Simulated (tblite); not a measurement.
Compound: C₂H₉GeNSi₂.
Geometry (GFN2-xTB, Å), atoms numbered from 1 in this order:
```xyz
15
C2H9GeNSi2 angstrom
N     -3.090   -1.502    0.929
C     -1.946   -1.454    0.931
C     -0.527   -1.347    0.886
Si    -0.006   -0.175   -0.562
Si    -1.111    1.869   -0.373
Ge     2.346   -0.077   -0.436
H     -0.172   -0.949    1.839
H     -0.097   -2.341    0.751
H     -0.335   -0.940   -1.779
H     -1.413    2.175    1.028
H     -0.253    2.944   -0.883
H     -2.360    1.889   -1.130
H      2.969    0.725   -1.537
H      3.097   -1.376   -0.490
H      2.893    0.569    0.805
```

Computed values, GFN2-xTB/tblite, gas phase, harmonic and unscaled. Against measured fundamentals such values can be off by several per cent, at times by over 20. Modes of hydrogen on germanium and silicon can be 10 to 20 % off. One conformer, not necessarily the lowest. The optimisation stopped once no atom felt more than 0.01 eV/Å.

Lowest wavenumbers of the output (negative numbers stand for imaginary wavenumbers):
```
mode    cm-1
  1     -29.0
  2      13.2
  3      35.7
  4      69.5
  5      77.9
  6     129.6
  7     146.5
  8     312.3
```

Task: Is this structure a minimum?

Result: Not by this Hessian. 1 mode is imaginary beyond 20i (29i cm⁻¹), so at this level the point lies at or near a first-order saddle. The curvature is small, so loose convergence or finite differences may be the whole cause.

Task: Which atoms move in the imaginary mode?

Result: 29i: H12 (Si–H hydrogen) 34 %, H10 (Si–H hydrogen) 34 %, H11 (Si–H hydrogen) 32 %. These are shares of the mass-weighted motion.

Task: What is the remedy?

Result: Step along that mode in both directions, optimise again with tighter thresholds and repeat the frequencies. The zero-point energy of this point (56.0 kcal/mol) counts the 38 real modes alone, and thermal corrections from it aren't those of a minimum.
